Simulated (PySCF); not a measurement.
Cartesian coordinates (Å):
SMILES: N[Si](N)Br
```xyz
8

N      1.4224     0.2595    -0.1887
Si    -0.2395     0.5978    -0.3938
N     -1.0514    -0.8869    -0.1070
Br    -1.1913     2.0578     1.0911
H      2.1255     0.9244    -0.4681
H      1.7403    -0.3451     0.5562
H     -0.7737    -1.7132    -0.6159
H     -2.0322    -0.8942     0.1261
```
Charge 0, spin multiplicity 2.

Task: What is the computed dipole moment, total energy and highest occupied spin orbital (M06-2X/def2-TZVP // B3LYP-D3(BJ)/def2-TZVP in PySCF)?

Result: 
```
Property                             Result
-----------------------------  ------------
dipole moment                        2.70 D
total energy                   -80971.91 eV
highest occupied spin orbital      -6.69 eV
```
